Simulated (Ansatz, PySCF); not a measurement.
Species: sum formula SrOH, charge 0, multiplicity 2. It need not be the lowest isomer of its formula. 
Geometry from a B3LYP-D3(BJ)/def2-TZVP (Ansatz, an electronic-structure program) optimisation:
SMILES: [OH][Sr]
```xyz
3

Sr     0.0000     0.0000    -0.4258
O      0.0000     0.0000     1.6917
H      0.0000     0.0000     2.6479
```
Charge 0, spin multiplicity 2.

Total electronic energies in hartree. Correlated levels leave the core frozen unless marked. Open shells are spin-unrestricted. Spin-orbit coupling is left out. Frozen are the shells of the preceding noble gas and the d and f shells that filled before the atom's block. The outer core of K, Ca and their heavier congeners is not correlated, a term that matters for these elements. In def2 rows, elements after Kr have scalar-relativistic effective core potentials. STO-3G rows are all-electron and non-relativistic. Basis-set limits of correlation are two-point, X^-3; Hartree-Fock from the larger set. [CCSD(T)-MP2]/basis is that difference in the basis named.

```json
[
 {"level": "HF/STO-3G", "program": "Ansatz", "energy (Eh)": "-3173.44819"},
 {"level": "HF/def2-QZVPP", "program": "Ansatz", "energy (Eh)": "-105.88434"},
 {"level": "BP86-D4/def2-TZVPD", "program": "PySCF + dftd4", "energy (Eh)": "-106.65347"},
 {"level": "BP86/def2-TZVPD", "program": "PySCF", "energy (Eh)": "-106.65099"},
 {"level": "B97M-V/def2-TZVPD", "program": "Ansatz", "energy (Eh)": "-106.59463"},
 {"level": "TPSSh/def2-TZVPD", "program": "PySCF", "energy (Eh)": "-106.59361"},
 {"level": "r2SCAN0-D4/def2-TZVPD", "program": "Ansatz + dftd4", "energy (Eh)": "-106.54509"},
 {"level": "HSE06-D3(BJ)/def2-TZVPD", "program": "Ansatz + dftd3", "energy (Eh)": "-106.51005"},
 {"level": "B2PLYP-D3(BJ)/def2-TZVPD", "program": "Ansatz + dftd3", "energy (Eh)": "-106.43566"},
 {"level": "MP2/def2-QZVPP", "program": "Ansatz", "energy (Eh)": "-106.17785"},
 {"level": "SCS-MP2/STO-3G", "program": "Ansatz", "energy (Eh)": "-3173.48300"},
 {"level": "SCS-MP2/def2-TZVPPD", "program": "Ansatz", "energy (Eh)": "-106.14669"},
 {"level": "CCSD(T)/def2-SVP", "program": "Ansatz", "energy (Eh)": "-105.98760"},
 {"level": "RI-MP2/CBS(def2-TZVPPD,def2-QZVPPD)+[CCSD(T)-MP2]/def2-QZVPPD", "program": "Ansatz", "energy (Eh)": "-106.2018"},
 {"level": "CCSD(T)/CBS(def2-TZVPPD,def2-QZVPPD)", "program": "Ansatz", "energy (Eh)": "-106.2010"}
]
```

Totals of different functionals don't rank their quality; only differences between species are comparable.
